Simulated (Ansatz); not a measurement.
Reaction (substitution at a C–O bond): `C[O][In]([SH])[O]C` + `CSC(O)=S` → `COC(=S)SC` + `C[O][In]([OH])[SH]`

Computed with Ansatz on PBE0-D4/def2-TZVP structures; ΔE is electronic, products minus reactants. CCSD(T)/CBS adds triple-zeta CCSD(T) − MP2 to the extrapolated MP2 energy (def2 sets, frozen cores). Functionals use def2-TZVPP. B3LYP here is the variant with VWN-RPA as its local correlation; programs differ in this. Elements past krypton have def2 core potentials. For In outer-core shells are correlated without core-valence functions, which leaves a few kJ/mol of doubt a bond. One conformer a species, not always the lowest.

```
             level  ΔE (kJ/mol)  difference from CCSD(T)/CBS
            PBE-D4        -17.7                          1.8
         r2SCAN-D4        -18.2                          1.3
           PBE0-D4        -17.8                          1.7
          B3LYP-D4        -17.4                          2.1
           ωB97X-V        -18.2                          1.3
           ωB97M-V        -18.7                          0.8
            B2PLYP        -18.6                          0.9
               PBE        -16.4                          3.1
            r2SCAN        -17.9                          1.6
              PBE0        -16.8                          2.7
             B3LYP        -15.4                          4.1
     HF/def2-TZVPP        -11.6                          7.9
    MP2/def2-TZVPP        -23.2                         -3.7
SCS-MP2/def2-TZVPP        -20.4                         -0.9
   CCSD/def2-TZVPP        -17.2                          2.3
CCSD(T)/def2-TZVPP        -19.0                          0.5
     HF/def2-QZVPP        -11.3                          8.2
    MP2/def2-QZVPP        -23.4                         -3.9
SCS-MP2/def2-QZVPP        -20.6                         -1.1
      HF/CBS(def2)        -11.3                          8.2
     MP2/CBS(def2)        -23.7                         -4.2
    CCSD/CBS(def2)        -17.8                          1.7
       CCSD(T)/CBS        -19.5                            0
```

Largest T1 diagnostic among the species: 0.016.

In def2-TZVPP, CCSD(T) changes the Hartree–Fock value by −7.3 kJ/mol (the triples alone add −1.7 kJ/mol) and MP2 by −11.6 kJ/mol.
